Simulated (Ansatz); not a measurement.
Consider the cleavage of the Al–Si bond: `N[SiH2][AlH][SeH]` + NH₃ → `[NH2][AlH][SeH]` + `N[SiH3]`.

Computed with Ansatz on PBE0-D4/def2-TZVP structures; ΔE is electronic, products minus reactants. CBS: MP2 limit from def2 TZ/QZ plus the TZ coupled-cluster correction, frozen cores. This one scheme is used for every species. Functionals use def2-TZVPP. For Se outer-core shells are correlated without core-valence functions, which leaves a few kJ/mol of doubt a bond. Scalar relativity is left out up to krypton. Each species was taken in one conformer, which may not be the lowest.

Problem. Is it downhill or uphill in electronic energy at CCSD(T)/CBS, and by how much? (Estimate.)

Solution. The calculation gave: Downhill: ΔE = -97.0 kJ/mol.

Problem. What do these levels give: r2SCAN-D4, PBE0-D4, ωB97X-V, ωB97M-V, PBE, r2SCAN, PBE0, HF/def2-TZVPP, SCS-MP2/def2-TZVPP, CCSD/def2-TZVPP, MP2/def2-QZVPP, HF/CBS(def2)? (Best estimate.)

Solution. Ansatz gave: r2SCAN-D4 -93.8, PBE0-D4 -81.0, ωB97X-V -97.4, ωB97M-V -103.0, PBE -77.6, r2SCAN -94.8, PBE0 -84.1, HF/def2-TZVPP -115.1, SCS-MP2/def2-TZVPP -108.6, CCSD/def2-TZVPP -100.6, MP2/def2-QZVPP -107.0, HF/CBS(def2) -116.6 kJ/mol.

Largest T1 diagnostic among the species: 0.011.

From PBE to PBE0 (25 % exact exchange), in def2-TZVPP and without D4, ΔE moves by −6.5 kJ/mol. The D4 term adds +4.9 kJ/mol with B3LYP and +3.1 kJ/mol with PBE0; it sums over pairs of atoms, weighted by their polarisabilities, and B3LYP, whose exchange is more repulsive, gets the larger term. In def2-TZVPP, CCSD(T) changes the Hartree–Fock value by +17.5 kJ/mol (the triples alone add +3.0 kJ/mol) and MP2 by +8.2 kJ/mol.

B3LYP here is the variant with VWN-RPA as its local correlation; programs differ in this.
